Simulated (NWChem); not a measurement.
System: ZrO; SMILES [Zr]=[O]

Input file for NWChem:

```
start job
memory heap 200 mb stack 900 mb global 1100 mb
geometry units angstroms noautosym nocenter noautoz
  Zr     0.000000     0.000000    -0.284623
  O      0.000000     0.000000     1.452434
end
basis spherical
  Zr library def2-tzvpd
  O library def2-tzvpd
end
ecp
  Zr library def2-ecp
end
dft
  xc hfexch
  iterations 150
  vectors input atomic output neutral.movecs
end
task dft energy
charge 1
dft
  odft
  mult 2
  vectors input atomic output cation.movecs
end
task dft energy
```

Excerpt of the output:

```
             Northwest Computational Chemistry Package (NWChem) 7.3.0
             --------------------------------------------------------

                             Geometry "geometry" -> ""
                             -------------------------

 Output coordinates in angstroms (scale by  1.889725989 to convert to a.u.)

  No.       Tag          Charge          X              Y              Z
 ---- ---------------- ---------- -------------- -------------- --------------
    1 Zr                  40.0000     0.00000000     0.00000000    -0.28462300
    2 O                    8.0000     0.00000000     0.00000000     1.45243400

 Effective nuclear repulsion energy (a.u.)      97.4848376765

 Summary of "ao basis" -> "ao basis" (spherical)
 ------------------------------------------------------------------------------
       Tag                 Description            Shells   Functions and Types
 ---------------- ------------------------------  ------  ---------------------
 Zr                        def2-tzvpd               14       40   6s4p3d1f
 O                         def2-tzvpd               14       40   6s4p3d1f

            General Information
            -------------------
          SCF calculation type: DFT
          Wavefunction type:  closed shell.
          No. of atoms     :     2
          No. of electrons :    20
           Alpha electrons :    10
            Beta electrons :    10
          Charge           :     0
          Spin multiplicity:     1
          Use of symmetry is: off; symmetry adaption is: off
          Maximum number of iterations: 150
          AO basis - number of functions:    80
                     number of shells:    28
          Convergence on energy requested:  1.00D-06
          Convergence on density requested:  1.00D-05
          Convergence on gradient requested:  5.00D-04

              XC Information
              --------------
                     Hartree-Fock (Exact) Exchange  1.000

      Superposition of Atomic Density Guess
      -------------------------------------

 Sum of atomic energies:        -128.24783731

      Non-variational initial energy
      ------------------------------

 Total energy =    -120.934842
 1-e energy   =    -238.350809
 2-e energy   =      88.170516
 HOMO         =      -0.182968
 LUMO         =       0.014901

   convergence    iter        energy       DeltaE   RMS-Dens  Diis-err
 ---------------- ----- ----------------- --------- --------- ---------
 d= 0,ls=0.0,diis     1   -121.0791517615 -1.50D+02  2.70D-02  2.37D+00
 d= 0,ls=0.0,diis     2   -120.4011446526  6.78D-01  1.56D-02  9.48D+00
 d= 0,ls=0.0,diis     3   -121.3839452354 -9.83D-01  2.83D-03  8.28D-03
 d= 0,ls=0.0,diis     4   -121.3861023974 -2.16D-03  9.92D-04  9.80D-04
 d= 0,ls=0.0,diis     5   -121.3864056172 -3.03D-04  5.77D-04  1.01D-04
  Resetting Diis
 d= 0,ls=0.0,diis     6   -121.3864565780 -5.10D-05  2.10D-04  1.50D-05
 d= 0,ls=0.0,diis     7   -121.3864623834 -5.81D-06  2.20D-05  8.19D-07
 d= 0,ls=0.0,diis     8   -121.3864626936 -3.10D-07  1.14D-05  2.37D-07
 d= 0,ls=0.0,diis     9   -121.3864627875 -9.40D-08  1.12D-05  1.65D-07
 d= 0,ls=0.0,diis    10   -121.3864628482 -6.07D-08  7.04D-06  2.51D-08

         Total DFT energy =     -121.386462848185
      One electron energy =     -239.431712815252
           Coulomb energy =      102.222327446039
    Exchange-Corr. energy =      -13.422528781935
 Nuclear repulsion energy =       29.245451302963

 Numeric. integr. density =        0.000000000000

                       DFT Final Molecular Orbital Analysis
                       ------------------------------------

 Vector    8  Occ=2.000000D+00  E=-4.857161D-01
              MO Center= -2.2D-15, -9.2D-16,  1.2D+00, r^2= 1.1D+00
   Bfn.  Coefficient  Atom+Function         Bfn.  Coefficient  Atom+Function
  ----- ------------  ---------------      ----- ------------  ---------------
    47      0.399170  2 O  px                50      0.371408  2 O  px
    53      0.259207  2 O  px                22     -0.204660  1 Zr d  1
    27     -0.131118  1 Zr d  1               7     -0.114851  1 Zr px
    38     -0.043318  1 Zr f  1              56      0.040522  2 O  px
    67      0.031336  2 O  d  1

 Vector    9  Occ=2.000000D+00  E=-4.857161D-01
              MO Center= -4.1D-15, -1.7D-14,  1.2D+00, r^2= 1.1D+00
   Bfn.  Coefficient  Atom+Function         Bfn.  Coefficient  Atom+Function
  ----- ------------  ---------------      ----- ------------  ---------------
    48      0.399170  2 O  py                51      0.371408  2 O  py
    54      0.259207  2 O  py                20      0.204660  1 Zr d -1
    25      0.131118  1 Zr d -1               8     -0.114851  1 Zr py
    36      0.043318  1 Zr f -1              57      0.040522  2 O  py
    65     -0.031336  2 O  d -1

 Vector   10  Occ=2.000000D+00  E=-2.499465D-01
              MO Center=  1.6D-14, -6.5D-15, -7.4D-01, r^2= 4.1D+00
   Bfn.  Coefficient  Atom+Function         Bfn.  Coefficient  Atom+Function
  ----- ------------  ---------------      ----- ------------  ---------------
     5      0.777770  1 Zr s                  3     -0.419451  1 Zr s
     6      0.323784  1 Zr s                  4     -0.261431  1 Zr s
    15     -0.215291  1 Zr pz                 2      0.210831  1 Zr s
    21     -0.155085  1 Zr d  0              26     -0.136551  1 Zr d  0
    18     -0.071524  1 Zr pz                 9      0.069947  1 Zr pz

[...]
```

Level: Hartree-Fock/def2-TZVPD with def2 effective core potentials on Zr, vertical spin-unrestricted ions. The geometry was optimised at PBE0/def2-SVP. def2 effective core potentials on Zr; no spin-orbit coupling.
